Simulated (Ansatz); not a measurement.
Basis-set series for AlH6NOSSi, SMILES `[NH2][Al]([SH])[O][SiH3]`. Total charge 0; spin multiplicity 1. The structure was optimised at the PBE0-D4/def2-TZVP level. It is one conformer, not always the lowest.

```
functional       basis  functions  energy (Eh)  HOMO (eV)  LUMO (eV)
   PBE0-D4    def2-SVP        112  -1062.96378      -7.19      -0.14
   PBE0-D4  def2-TZVPP        272  -1063.46118      -7.42      -0.44
   ωB97M-V    def2-SVP        112  -1063.37161      -9.41       1.50
   ωB97M-V  def2-TZVPP        272  -1063.87278      -9.67       1.12
```

Q: Give the rows for def2-QZVPP. (Estimate.)

A: Computed: 
```csv
functional,basis,functions,energy (Eh),HOMO (eV),LUMO (eV)
PBE0-D4,def2-QZVPP,504,-1063.49981,-7.47,-0.65
ωB97M-V,def2-QZVPP,504,-1063.90905,-9.72,0.72
```

Positive LUMOs are unbound and depend on the basis.
